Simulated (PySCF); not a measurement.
**Excitation energy of Gd²⁺ by level of theory**

Gd²⁺ [Xe] 4f7 5d1 (9D) → Gd²⁺ [Xe] 4f8 (7F), as a difference of total energies. Calculation: PySCF 2.14, in cc-pVDZ-X2C (8s7p5d3f1g, 84 functions); scalar relativity by spin-free X2C-1e. Correlated levels: valence: [Kr] 4d10 frozen; valence and next inner shell: [Ar] 3d10 frozen. The calculations carry no spin-orbit coupling.

```json
{"method": "UHF", "excitation energy (eV)": "3.594"}
{"method": "LC-wPBE", "excitation energy (eV)": "-0.594"}
{"method": "B2PLYP", "excitation energy (eV)": "0.441"}
{"method": "PW91", "excitation energy (eV)": "-1.038"}
{"method": "MP2 (valence)", "excitation energy (eV)": "1.038"}
{"method": "SCS-MP2 (valence)", "excitation energy (eV)": "1.097"}
{"method": "MP2 (valence and next inner shell)", "excitation energy (eV)": "0.711"}
{"method": "SCS-MP2 (valence and next inner shell)", "excitation energy (eV)": "0.840"}
```

Task: How much does correlation contribute at MP2 (valence and next inner shell)?

Result: 0.711 − (3.594) = -2.883 eV, measured against UHF.
